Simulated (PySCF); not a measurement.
**Spinor energies of B³⁺ (boron, charge +3)**

Start: 1s2. Calculated with PySCF 2.14 in x2c-QZVPPall-2c (7s4p3d2f1g, 57 functions): generalised Hartree-Fock with the X2C-1e Hamiltonian and a Gaussian nucleus; one run each with spin-orbit coupling (SO) switched off, then screened by Boettger's factors.

```tsv
spinor shell	electrons	ε, spin-free (eV)	ε, screened SO (eV)	weight of nominal j (screened SO)	rms radius, screened SO (bohr)
1s1/2	2	-259.71	-259.71	1.000	0.377
```

```json
{"quantity": "E (hartree)", "spin-free": "-21.99243", "screened SO": "-21.99243"}
{"quantity": "M_J", "spin-free": "0", "screened SO": "0"}
{"quantity": "⟨J²⟩", "spin-free": "0.000", "screened SO": "0.000"}
{"quantity": "⟨L²⟩", "spin-free": "0.000", "screened SO": "0.000"}
{"quantity": "⟨S²⟩", "spin-free": "0.000", "screened SO": "0.000"}
```

Without spin-orbit coupling the j labels of p, d and f shells carry no meaning; the spin-free column gives the mean over the occupied spinors of each nl shell.
